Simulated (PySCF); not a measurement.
From computed data to an observable: chemical shift, span and skew from a shielding tensor

B(H)(OH)(OSiH3) (BH₅O₂Si), SMILES OBO[SiH3]. Atoms are numbered in the order given.

```xyz
9

B     -0.4696     1.1592     0.0000
H     -1.6760     1.0941     0.0000
O      0.0950     2.3890     0.0000
H      1.0622     2.3422     0.0000
O      0.3153     0.0427     0.0000
Si    -0.0047    -1.6027     0.0000
H     -1.4748    -1.8468     0.0000
H      0.6098    -2.2008     1.2154
H      0.6098    -2.2008    -1.2154
```

The structure is a stationary point at B3LYP-D3(BJ)/def2-SVP. The values are those of a single conformer.

GIAO shieldings from KT2/pcSseg-1 (PySCF), non-relativistic, no solvent. The symmetric part of the tensor of Si6 has the principal values 347.8, 353.1, 473.4 ppm. The same nucleus in TMS has σ = 361.9 ppm at this level (PySCF, at its B3LYP-D3(BJ)/def2-TZVP geometry).

Q: Work out the isotropic shielding, the ²⁹Si shift against TMS, the span and the skew.

A: 
σ(iso) = (σ11 + σ22 + σ33)/3 = 391.4 ppm. δ = σ(ref) − σ(iso) = 361.9 − (391.4) = -29.5 ppm.
Span Ω = σ33 − σ11 = 125.6 ppm. Skew κ = 3(σ(iso) − σ22)/Ω = 0.92. Tumbling in solution averages the tensor to δ; in a static solid the shielding alone would spread this spin-1/2 line over Ω.
